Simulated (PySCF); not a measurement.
# Exercise with solution: entropy of an ideal gas

Si(I)(SH) (HISSi), SMILES S[Si]I (connectivity only; charge and spin as stated), neutral, multiplicity 1.

Geometry: PBE0-D3(BJ)/def2-TZVP. The def2 effective core potentials stand for the cores of I; spin–orbit coupling is left out. One conformer was computed; it need not be the lowest.

PBE0-D3(BJ)/def2-TZVP (PySCF) gives the harmonic wavenumbers 133, 341, 405, 513, 757, 2676 cm⁻¹ and the rotational temperatures 0.5063, 0.0665, 0.0588 K. The molar mass is 188.06 g/mol, the symmetry number 1, the spin multiplicity 1.

### Question
Work out the entropy at 298.15 K and 1 atm in the rigid-rotor, harmonic-oscillator model.

### Answer

Translation (Sackur–Tetrode at 1 atm): S = R[1.5 ln M + 2.5 ln T − 1.16487] = 174.1 J/(mol K).
Rotation: q = (√π/σ) T^1.5/√(θA θB θC) = 205000, S = R[ln q + 3/2] = 114.2 J/(mol K).
Vibration: with u = 1.4388 ν/T, each mode gives R[u/(e^u − 1) − ln(1 − e^−u)]:
```csv
ν (cm⁻¹),modes,u,S (J/(mol K))
133,1,0.64,12.14
341,1,1.65,5.05
405,1,1.95,3.95
513,1,2.48,2.62
757,1,3.65,1.03
```
The stiffer modes add less than 0.005 each. Sum 24.8 J/(mol K).
Spin: R ln 1 = 0.0 J/(mol K).
Total 313.0 J/(mol K); the program's own thermochemistry gives 313.0. Translation makes up 56 % and vibration 8 %. Anharmonicity, hindered rotation and orbital degeneracy are left out.
